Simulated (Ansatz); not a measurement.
Born–Oppenheimer molecular dynamics of CH$_{7}$BBrN (11 atoms, charge 0, multiplicity 1). It starts at the highest image of a converged band, a first-order saddle point between two minima.

Method: Ansatz, RHF/def2-mTZVP.

```yaml
ensemble: NVE (velocity Verlet)
time_step: 0.5 fs
steps_asked: 200
starting_velocities_drawn_for: 300 K
seed: 5496
```

Frames 2.5 fs apart, positions in Å.

Velocities at 55.0 fs (Å/ps):

```
B -1.81 -11.31 -2.34
N 4.84 -17.82 -0.41
H 5.91 -6.22 -14.66
H 10.45 -19.45 14.54
C -0.86 0.29 2.04
H -3.79 8.02 -9.15
H -9.39 8.46 3.91
H 15.18 -3.71 12.38
H 13.10 9.92 3.98
Br -0.64 4.36 -0.03
H -18.46 22.85 -2.27
```

```xyz
11
Properties=species:S:1:pos:R:3 time_fs=55.0 energy_less_start_eV=-0.205 T=480
B 0.107 -0.528 0.147
N 0.073 -0.306 1.539
H -0.686 -0.586 2.132
H 0.874 -0.122 2.059
C 1.426 -0.224 -0.659
H 1.673 -0.996 -1.458
H 1.292 0.755 -1.221
H 2.248 -0.109 -0.016
H -0.924 -0.984 -0.355
Br -0.561 3.358 1.373
H -0.627 2.158 0.727
11
Properties=species:S:1:pos:R:3 time_fs=57.5 energy_less_start_eV=-0.320 T=577
B 0.102 -0.558 0.143
N 0.084 -0.351 1.537
H -0.679 -0.601 2.094
H 0.914 -0.162 2.100
C 1.422 -0.222 -0.659
H 1.653 -0.948 -1.447
H 1.276 0.741 -1.192
H 2.303 -0.116 0.019
H -0.879 -0.949 -0.344
Br -0.562 3.369 1.374
H -0.676 2.169 0.699
11
Properties=species:S:1:pos:R:3 time_fs=60.0 energy_less_start_eV=-0.241 T=510
B 0.102 -0.587 0.145
N 0.100 -0.397 1.533
H -0.709 -0.624 2.078
H 0.914 -0.201 2.102
C 1.421 -0.219 -0.660
H 1.634 -0.894 -1.419
H 1.273 0.702 -1.144
H 2.322 -0.125 0.015
H -0.868 -0.920 -0.357
Br -0.564 3.382 1.374
H -0.729 2.131 0.648
11
Properties=species:S:1:pos:R:3 time_fs=62.5 energy_less_start_eV=-0.309 T=567
B 0.111 -0.613 0.151
N 0.115 -0.445 1.530
H -0.725 -0.641 2.065
H 0.887 -0.240 2.076
C 1.420 -0.216 -0.650
H 1.639 -0.904 -1.451
H 1.267 0.731 -1.123
H 2.288 -0.138 -0.036
H -0.916 -0.911 -0.402
Br -0.566 3.394 1.375
H -0.774 2.134 0.626
11
Properties=species:S:1:pos:R:3 time_fs=65.0 energy_less_start_eV=-0.248 T=515
B 0.123 -0.635 0.157
N 0.120 -0.495 1.527
H -0.700 -0.649 2.044
H 0.915 -0.259 2.082
C 1.417 -0.216 -0.642
H 1.650 -0.928 -1.496
H 1.257 0.794 -1.117
H 2.284 -0.146 -0.064
H -0.953 -0.906 -0.436
Br -0.567 3.405 1.374
H -0.809 2.203 0.647
11
Properties=species:S:1:pos:R:3 time_fs=67.5 energy_less_start_eV=-0.273 T=537
B 0.132 -0.656 0.157
N 0.124 -0.547 1.525
H -0.697 -0.665 2.056
H 0.940 -0.277 2.083
C 1.410 -0.218 -0.646
H 1.641 -0.900 -1.488
H 1.253 0.799 -1.089
H 2.340 -0.148 -0.044
H -0.927 -0.895 -0.430
Br -0.569 3.416 1.374
H -0.842 2.278 0.673
11
Properties=species:S:1:pos:R:3 time_fs=70.0 energy_less_start_eV=-0.267 T=531
B 0.138 -0.673 0.151
N 0.132 -0.599 1.528
H -0.709 -0.691 2.091
H 0.914 -0.312 2.048
C 1.408 -0.220 -0.653
H 1.622 -0.845 -1.460
H 1.252 0.754 -1.045
H 2.361 -0.152 -0.035
H -0.861 -0.889 -0.399
Br -0.571 3.428 1.374
H -0.891 2.281 0.656
11
Properties=species:S:1:pos:R:3 time_fs=72.5 energy_less_start_eV=-0.302 T=560
B 0.148 -0.685 0.145
N 0.134 -0.650 1.534
H -0.680 -0.722 2.102
H 0.915 -0.340 2.033
C 1.413 -0.221 -0.653
H 1.618 -0.836 -1.499
H 1.238 0.754 -1.023
H 2.313 -0.164 -0.062
H -0.835 -0.906 -0.388
Br -0.572 3.440 1.375
H -0.951 2.247 0.618
11
Properties=species:S:1:pos:R:3 time_fs=75.0 energy_less_start_eV=-0.230 T=501
B 0.160 -0.695 0.142
N 0.134 -0.703 1.539
H -0.653 -0.767 2.108
H 0.952 -0.359 2.049
C 1.419 -0.226 -0.650
H 1.621 -0.848 -1.570
H 1.212 0.806 -1.027
H 2.280 -0.177 -0.076
H -0.874 -0.951 -0.416
Br -0.574 3.452 1.375
H -0.995 2.258 0.610
11
Properties=species:S:1:pos:R:3 time_fs=77.5 energy_less_start_eV=-0.293 T=553
B 0.167 -0.705 0.141
N 0.142 -0.751 1.544
H -0.672 -0.830 2.134
H 0.942 -0.404 2.046
C 1.421 -0.230 -0.658
H 1.614 -0.823 -1.583
H 1.198 0.818 -1.020
H 2.329 -0.188 -0.044
H -0.905 -1.000 -0.445
Br -0.576 3.464 1.375
H -1.017 2.330 0.642
11
Properties=species:S:1:pos:R:3 time_fs=80.0 energy_less_start_eV=-0.223 T=494
B 0.165 -0.718 0.141
N 0.152 -0.797 1.550
H -0.671 -0.903 2.129
H 0.915 -0.462 2.047
C 1.424 -0.232 -0.670
H 1.601 -0.775 -1.549
H 1.204 0.771 -0.992
H 2.369 -0.197 -0.031
H -0.876 -1.033 -0.446
Br -0.578 3.475 1.375
H -1.041 2.401 0.674
11
Properties=species:S:1:pos:R:3 time_fs=82.5 energy_less_start_eV=-0.328 T=583
B 0.157 -0.735 0.142
N 0.158 -0.843 1.551
H -0.643 -0.985 2.091
H 0.937 -0.507 2.090
C 1.431 -0.231 -0.673
H 1.605 -0.770 -1.564
H 1.217 0.755 -0.971
H 2.342 -0.207 -0.076
H -0.809 -1.050 -0.426
Br -0.580 3.487 1.375
H -1.095 2.403 0.662
```

Of the whole run (100 fs, mean temperature of the second half 535 K): The conserved energy stayed within 0.4 meV per atom of its start (net change 0.2 meV per atom), so the integration is sound. The kinetic energy rose, since the run started high on the potential surface and went downhill. It ends in pieces (BrH + CH6BN), so much of that is their flight and rotation, not heat. A run of 0.1 ps of so small a system gives no equilibrium averages. The orbitals stay closed-shell, which can raise the energy where a bond breaks towards radicals; this wasn't checked here.

Time of the run: 5.9 min on 2 threads of Arm Neoverse V1 (shared host), peak memory 0.24 GiB.
